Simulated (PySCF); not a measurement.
Job file and geometry (Å, from PBE0-D3(BJ)/def2-SVP) of an NMR shielding run on `[CH3][Sb]([CH3])[CH3]`, C₃H₉Sb, GIAO B3LYP/pcSseg-1 Sb:def2-TZVP NMR shielding, core potentials past Kr, else non-relativistic, gas phase (PySCF); density fitting, a coarse starting grid and PySCF grid level 2 are the driver's defaults:

```
{"job": {"kind": "nmr", "xc": "B3LYP", "basis": {"default": "pcSseg-1", "Sb": "def2-TZVP"}, "pop": false}, "charge": 0, "multiplicity": 1}
Sb     0.012535     0.003757     1.204735
C      1.839254    -0.002618     0.031506
H      2.471321     0.851072     0.315105
H      1.599123     0.062407    -1.039753
H      2.398296    -0.930114     0.222194
C     -0.917391     1.590716     0.051241
H     -0.818146     1.383942    -1.024374
H     -0.435867     2.551878     0.282022
H     -1.983625     1.663092     0.309908
C     -0.918808    -1.586985     0.057556
H     -2.000324    -1.601355     0.255809
H     -0.496687    -2.558692     0.351370
H     -0.749681    -1.427109    -1.017319
```

Q: What does the program print?

A: 
```
coarse grid: 45816 points
cycle   1  E = -358.1247050229  dE = -3.659e+01  |g| = 3.073e+00  |ddm| = 1.559e+01
cycle   2  E = -355.9832693577  dE =  2.141e+00  |g| = 4.378e+00  |ddm| = 1.390e+01
cycle   3  E = -360.0263372383  dE = -4.043e+00  |g| = 3.874e-01  |ddm| = 1.223e+01
cycle   4  E = -360.0300875757  dE = -3.750e-03  |g| = 3.801e-01  |ddm| = 8.285e-01
cycle   5  E = -360.0623347080  dE = -3.225e-02  |g| = 6.650e-02  |ddm| = 4.003e-01
cycle   6  E = -360.0634858571  dE = -1.151e-03  |g| = 1.381e-02  |ddm| = 7.799e-02
cycle   7  E = -360.0635407118  dE = -5.485e-05  |g| = 2.757e-03  |ddm| = 2.370e-02
cycle   8  E = -360.0635432182  dE = -2.506e-06  |g| = 5.065e-04  |ddm| = 4.776e-03
final grid: 96016 points
cycle   9  E = -360.0635833051  dE = -7.318e-08  |g| = 5.238e-04  |ddm| = 1.849e-03
cycle  10  E = -360.0635832791  dE =  2.607e-08  |g| = 6.190e-04  |ddm| = 1.272e-03
cycle  11  E = -360.0635833639  dE = -8.481e-08  |g| = 1.072e-04  |ddm| = 6.790e-04
cycle  12  E = -360.0635833665  dE = -2.609e-09  |g| = 1.170e-05  |ddm| = 9.554e-05
cycle  13  E = -360.0635833665  dE = -2.558e-11  |g| = 2.993e-06  |ddm| = 1.398e-05
converged SCF energy = -360.0635833665

GIAO shielding tensors (ppm)
atom      isotropic    diamagn.    paramagn.     s11        s22        s33       span
  0 Sb         nan         nan         nan        nan        nan        nan        nan
  1 C      170.333     249.185     -78.851    161.349    164.869    184.782     23.433
  2 H       30.729      29.479       1.250     25.691     27.472     39.024     13.334
  3 H       30.937      31.987      -1.051     26.160     28.867     37.783     11.623
  4 H       30.759      29.657       1.101     25.733     27.619     38.924     13.190
  5 C      170.484     249.183     -78.699    161.970    164.752    184.731     22.761
  6 H       30.923      31.994      -1.071     26.151     28.846     37.770     11.618
  7 H       30.743      29.573       1.170     25.725     27.542     38.961     13.235
  8 H       30.773      29.581       1.193     25.738     27.543     39.038     13.300
  9 C      170.721     249.180     -78.459    163.016    164.367    184.781     21.765
 10 H       30.790      29.688       1.103     25.745     27.653     38.973     13.229
 11 H       30.753      29.492       1.261     25.708     27.484     39.066     13.357
 12 H       30.913      31.991      -1.079     26.119     28.856     37.763     11.644
```

Q: Turn these shieldings into chemical shifts. References, each an isolated molecule treated in the same way: TMS for $^{13}$C (179.24 ppm), $^{1}$H (31.38 ppm).

A: Averaging equivalent atoms: C 1/5/9: 8.7; H 2/3/4/6/7/8/10/11/12: 0.57 ppm. No reference was computed at this level for Sb. 

Sb is described by an effective core potential, so it has no shielding of its own here; spin–orbit effects on the atoms bonded to it, which can be large, are absent, and the values of these neighbours are rough.

Size and cost of the density-fitted run: 146 basis functions, 21 s wall time on 1 thread of an x86-64 server CPU, shared host.
